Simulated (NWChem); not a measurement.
# CH3Mg cation; SMILES [CH3][Mg+]

All runs: NWChem. Medium grid unless said otherwise, to which SCAN and Minnesota functionals are sensitive. Coordinates come from a B3LYP/6-31G* (spherical d) optimisation. Hybrids' shares of exact exchange are those that their runs print; pure functionals count as 0. The functionals differ in more than this share.

```
row              share of exact exchange  highest occupied level (eV)
---------------  -----------------------  ---------------------------
PBE/def2-TZVP                       0.00                       -12.11
M06-L/def2-TZVP                     0.00                       -11.72
TPSSh/def2-TZVP                     0.10                       -12.34
B3LYP/def2-TZVP                     0.20                       -12.91
PBE0/def2-TZVP                      0.25                     withheld
```

**Question.** Fit a straight line of the last column on the one before it, predict the withheld value, and compare with the run.

**Answer.** 
1. Means of the 4 shown rows: x = 0.075, y = -12.270. Slope Σ(x − x̄)(y − ȳ)/Σ(x − x̄)² = -0.1350/0.02750 = -4.909; intercept -11.902.
2. The shown rows scatter about the line by 0.141 (root mean square); the largest residual is -0.21, at PBE/def2-TZVP.
3. At x = 0.25 (PBE0/def2-TZVP; beyond the shown range) the line gives -13.13.
4. The run gives -12.98, +0.15 from the line, 1.1 times the scatter.
